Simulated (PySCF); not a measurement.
GeH₆O₃Si, SMILES O[Si](O)(O)[GeH3].

Geometry optimised at PBE-D3(BJ)/def2-SVP. The values are those of a single conformer.

Two levels are set side by side: PBE/def2-TZVP (PySCF) and ωB97X/def2-TZVP (PySCF). Same geometry, gas phase. Differences are taken from unrounded values.

```
quantity                      ωB97X    PBE  PBE minus ωB97X
---------------------------  ------  -----  ---------------
orbital gap (eV)              12.58   6.15            -6.43
highest occupied level (eV)  -10.37  -6.80             3.57
lowest empty level (eV)        2.22  -0.64            -2.86
dipole moment (D)              1.52   1.52             0.00
mean polarisability (bohr³)    66.9   71.3              4.4
```

PBE's occupied levels lie high since its potential decays too fast outside the molecule; exact exchange lowers them and widens the gap. Loosely held outer electrons make PBE densities more polarisable. Differences between two approximate levels are no errors against the true value.

Rough cost on one machine, each run with all the roots and properties that it gave: ωB97X against PBE within a factor of 2.
